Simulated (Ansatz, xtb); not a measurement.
Two isomers of H10SSi4

We compare X, `[SiH3][SiH2][Si@@H]([SiH3])S`, a singlet, with Y, `[SiH3][Si]([SiH3])([SiH3])S`, a singlet. Both are isolated molecules in the gas phase, relaxed with r2SCAN-D4/def2-SVP; the shapes shown needn't be the lowest conformers.

X (Å):

| atom | x (Å) | y (Å) | z (Å) |
| --- | --- | --- | --- |
| S | -1.9537 | 2.7727 | 0.0317 |
| Si | 0.9737 | 1.5121 | -2.9520 |
| Si | 0.0748 | 0.0214 | -1.3780 |
| Si | -0.4882 | 1.2526 | 0.5434 |
| Si | 1.3947 | 2.2909 | 1.4870 |
| H | 1.2567 | 0.8392 | -4.2557 |
| H | 2.2451 | 2.0932 | -2.4199 |
| H | 0.0082 | 2.6306 | -3.1886 |
| H | -1.1453 | -0.6426 | -1.9349 |
| H | 1.0936 | -1.0284 | -1.0515 |
| H | -1.1909 | 0.3992 | 1.5498 |
| H | 2.4928 | 1.3083 | 1.7453 |
| H | 1.8914 | 3.3151 | 0.5162 |
| H | 1.0298 | 2.9747 | 2.7641 |
| H | -1.1192 | 3.4590 | -0.7822 |

Y (Å):

```csv
atom,x (Å),y (Å),z (Å)
S,0.7578,2.0472,0.7076
Si,0.2912,-1.4680,-0.3262
Si,-0.7400,0.4816,0.4769
Si,-2.4369,1.2353,-0.9592
Si,-1.5932,0.1262,2.6327
H,1.3176,-1.9409,0.6518
H,-0.7152,-2.5536,-0.5460
H,0.9658,-1.1701,-1.6282
H,-1.8387,1.6076,-2.2793
H,-3.1016,2.4392,-0.3741
H,-3.4617,0.1677,-1.1823
H,-2.2085,1.3820,3.1594
H,-2.6390,-0.9405,2.5650
H,-0.5034,-0.3147,3.5550
H,1.0983,2.0817,-0.6020
```

Quicker runs give these differences E(Y) − E(X): GFN2-xTB +0.67 kcal/mol; HF/STO-3G +1.07 kcal/mol (at GFN2-xTB geometries); r2SCAN-D4/def2-SVP//GFN2-xTB −1.67 kcal/mol.

Q: Estimate which is lower in electronic energy at CCSD(T)/def2-SVP + ΔMP2/def2-TZVPP, and by roughly how much.

A: Too close to call at this level: CCSD(T)/def2-SVP + ΔMP2/def2-TZVPP gives E(Y) − E(X) = −1.09 kcal/mol.

Level by level:

| level | geometry | E(Y) − E(X) (kcal/mol) | departure from the last row (kcal/mol) | job, with rough time for the two |
| --- | --- | --- | --- | --- |
| GFN2-xTB | GFN2-xTB | +0.67 | +1.76 | optimisation, 0.6 s |
| HF/STO-3G | GFN2-xTB | +1.07 | +2.16 | single point, 1 s |
| r2SCAN-D4/def2-SVP//GFN2-xTB | GFN2-xTB | −1.67 | −0.58 | single point, 6 s |
| r2SCAN-D4/def2-SVP | r2SCAN-D4/def2-SVP | −1.23 | −0.14 | optimisation, 2.1 min |
| HF/def2-SVP | r2SCAN-D4/def2-SVP | −1.24 | −0.15 | part of the CCSD(T) run |
| MP2/def2-SVP | r2SCAN-D4/def2-SVP | −1.85 | −0.76 | part of the CCSD(T) run |
| CCSD(T)/def2-SVP | r2SCAN-D4/def2-SVP | −1.36 | −0.27 | single point |
| CCSD(T)/def2-SVP + ΔMP2/def2-TZVPP | r2SCAN-D4/def2-SVP | −1.09 |  | single point, 68 s |

As drawn, both hold the same kinds of bond in the same numbers.

GFN2-xTB, HF/STO-3G put the two in the other order. The largest departure from CCSD(T)/def2-SVP + ΔMP2/def2-TZVPP is that of HF/STO-3G, 2.16 kcal/mol. The last row adds to CCSD(T) the change of the MP2 difference between the two basis sets, here +0.27 kcal/mol.

With thermal terms from frequencies at re-optimised GFN2-xTB minima (ideal gas, soft modes damped towards free rotors, one conformer each, 298.15 K, 1 atm): the zero-point term adds −0.33 kcal/mol; ΔH is −1.07 and ΔG −1.89 kcal/mol.

The correlated steps freeze 25 core orbitals. Mirror images aren't counted in ΔG. Codes used: Ansatz 0.2.0, xtb 6.7.1; the last row on 2 threads of Intel(R) Xeon(R) Processor @ 2.70GHz on a shared host.
